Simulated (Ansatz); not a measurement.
The same ligand exchange along the group C, Si, Ge, Sn.

Computed with Ansatz on PBE0-D4/def2-TZVP structures; ΔE is electronic, products minus reactants. CCSD(T)/CBS is the MP2 limit (def2-TZVPP, def2-QZVPP) plus CCSD(T) − MP2 in def2-TZVPP, frozen cores. This one scheme is used for every species. Functionals use def2-TZVPP. def2 core potentials past Kr. For Ga, Ge, Sn outer-core shells are correlated without core-valence functions, which leaves a few kJ/mol of doubt a bond. Scalar relativity is left out up to krypton.

```
                                     reaction  CCSD(T)/CBS(def2) (kJ/mol)
      `[CH3][GaH2]` + H–F → `[F][GaH2]` + CH₄                        -110
    `[SiH3][GaH2]` + H–F → `[F][GaH2]` + SiH₄                         -81
    `[GaH2][GeH3]` + H–F → `[F][GaH2]` + GeH₄                           ?
`[GaH2][SnH3]` + H–F → `[F][GaH2]` + `[SnH4]`                         -37
```

Question: Fill in the missing values. (Best estimate.)

Answer: The calculation gave: `[GaH2][GeH3]` + H–F → `[F][GaH2]` + GeH₄: -58.7 kJ/mol.

Largest T1 diagnostic: 0.014, for `[F][GaH2]`.
